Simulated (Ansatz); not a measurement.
Relaxation of BFH4O2 (8 atoms, charge 0, multiplicity 1), to a largest force component of 0.03 eV/Å in at most 50 steps.

These are results of Ansatz, RKS PBE0/def2-SVP, not measurements.

```xyz
8
Properties=species:S:1:pos:R:3
B -0.080 0.403 -0.363
O 0.021 0.032 2.215
H -0.925 -0.159 2.221
F 0.947 -0.311 -0.813
O -1.341 -0.051 -0.502
H -1.371 -0.930 -0.899
H 0.099 1.504 0.072
H 0.053 0.946 1.853
```

Task: Where does it end, and by what steps?

Result: It converged. The force dipped under the threshold on the way, but the program's further checks kept it going. After 29 steps the energy has fallen by 0.119 eV; H8 moved furthest, 0.74 Å.

```json
{"step": "0", "energy less start (eV)": "0.0000", "largest force component (eV/Å)": "0.842", "accepted": "yes"}
{"step": "2", "energy less start (eV)": "0.0070", "largest force component (eV/Å)": "2.422", "accepted": "no"}
{"step": "4", "energy less start (eV)": "-0.0791", "largest force component (eV/Å)": "0.251", "accepted": "yes"}
{"step": "6", "energy less start (eV)": "-0.0461", "largest force component (eV/Å)": "1.871", "accepted": "no"}
{"step": "8", "energy less start (eV)": "-0.0982", "largest force component (eV/Å)": "0.881", "accepted": "no"}
{"step": "10", "energy less start (eV)": "-0.1102", "largest force component (eV/Å)": "0.180", "accepted": "yes"}
{"step": "12", "energy less start (eV)": "-0.1121", "largest force component (eV/Å)": "0.228", "accepted": "yes"}
{"step": "14", "energy less start (eV)": "-0.1146", "largest force component (eV/Å)": "0.035", "accepted": "yes"}
{"step": "16", "energy less start (eV)": "-0.1153", "largest force component (eV/Å)": "0.025", "accepted": "yes"}
{"step": "18", "energy less start (eV)": "-0.1158", "largest force component (eV/Å)": "0.021", "accepted": "yes"}
{"step": "20", "energy less start (eV)": "-0.1163", "largest force component (eV/Å)": "0.058", "accepted": "yes"}
{"step": "22", "energy less start (eV)": "-0.1169", "largest force component (eV/Å)": "0.048", "accepted": "yes"}
{"step": "24", "energy less start (eV)": "-0.1173", "largest force component (eV/Å)": "0.053", "accepted": "yes"}
{"step": "26", "energy less start (eV)": "-0.1004", "largest force component (eV/Å)": "0.806", "accepted": "no"}
{"step": "28", "energy less start (eV)": "-0.1148", "largest force component (eV/Å)": "0.420", "accepted": "no"}
{"step": "29", "energy less start (eV)": "-0.1187", "largest force component (eV/Å)": "0.018", "accepted": "yes"}
```

```xyz
8
Properties=species:S:1:pos:R:3
B -0.170 0.428 -0.263
O -0.186 -0.027 1.791
H -1.009 0.376 2.092
F 0.989 -0.210 -0.513
O -1.348 -0.155 -0.616
H -1.233 -1.092 -0.809
H -0.154 1.629 -0.108
H 0.515 0.486 2.211
```

Time of the run: 55 s on 1 thread of AMD EPYC 7R43 64-Core Processor (Zen 3), on a shared host, peak memory 0.15 GiB.
